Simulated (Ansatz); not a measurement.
A nudged elastic band was laid between two geometries of H$_{4}$InN (6 atoms, charge 0, multiplicity 1).

Theory: Ansatz 0.2.0, RKS revPBE-D4/def2-SVP.

```
movable images  : 9
climbing image  : yes
spring          : 5.0 eV/Å²
optimiser       : quadratic models (default)
start path      : through a guess of the saddle point
force threshold : 0.03 eV/Å
iteration limit : 60
end points      : relaxed
```

First end point:

```xyz
6
Properties=species:S:1:pos:R:3
N -0.060 -1.074 0.060
In 0.091 0.963 -0.054
H -0.615 -1.574 0.758
H 0.304 -1.720 -0.645
H 1.023 1.533 -1.401
H -0.703 1.809 1.236
```

Last end point:

```xyz
6
Properties=species:S:1:pos:R:3
N -0.061 -1.074 0.059
In 0.092 0.963 -0.054
H 0.304 -1.720 -0.645
H -0.613 -1.574 0.759
H 1.023 1.533 -1.402
H -0.702 1.809 1.236
```

Task: What changes between the two ends?

Result: No bond is made or broken. The dihedral H4–N1–In2–H6 goes from 176 to 5°. The two ends are copies of one structure, up to a mirror image or an exchange of like atoms.

Task: What energy profile does the band end with?

Result: It converged. The highest image is number 5 of 0 to 10, 8.9 kcal/mol above the ends, which have the same energy within 2 meV. A vibrational analysis at the climbing image gives one clearly imaginary mode, 369i cm⁻¹: a first-order saddle point.

| image | path coordinate (Å) | energy (kcal/mol) | dihedral H4–N1–In2–H6 (°) |
| --- | --- | --- | --- |
| 0 | 0.00 | 0.0 | 176 |
| 1 | 0.35 | 0.9 | 180 |
| 2 | 0.70 | 3.2 | -169 |
| 3 | 1.05 | 6.0 | -156 |
| 4 | 1.39 | 8.1 | -141 |
| 5 | 1.74 | 8.9 | -126 |
| 6 | 2.10 | 8.1 | -107 |
| 7 | 2.46 | 5.8 | -86 |
| 8 | 2.82 | 3.0 | -63 |
| 9 | 3.17 | 0.7 | -36 |
| 10 | 3.53 | 0.0 | 5 |

Task: What is the geometry of the highest image?

Result: 
```xyz
6
Properties=species:S:1:pos:R:3
N -0.298 -1.187 0.289
In 0.005 0.899 -0.024
H -0.456 -1.615 -0.642
H 0.617 -1.590 0.561
H 1.235 1.503 -1.136
H -1.061 1.927 0.906
```

Task: What are the harmonic wavenumbers there?

Result: 369i, 380, 465, 488, 583, 670, 777, 1502, 1655, 1714, 3330, 3412 cm⁻¹.

The band took 21 iterations and of the order of 2.2 core-minutes.

The run took 2.2 min on 1 thread of Intel(R) Xeon(R) 6975P-C (Granite Rapids), with other jobs on the host, peak memory 0.12 GiB.
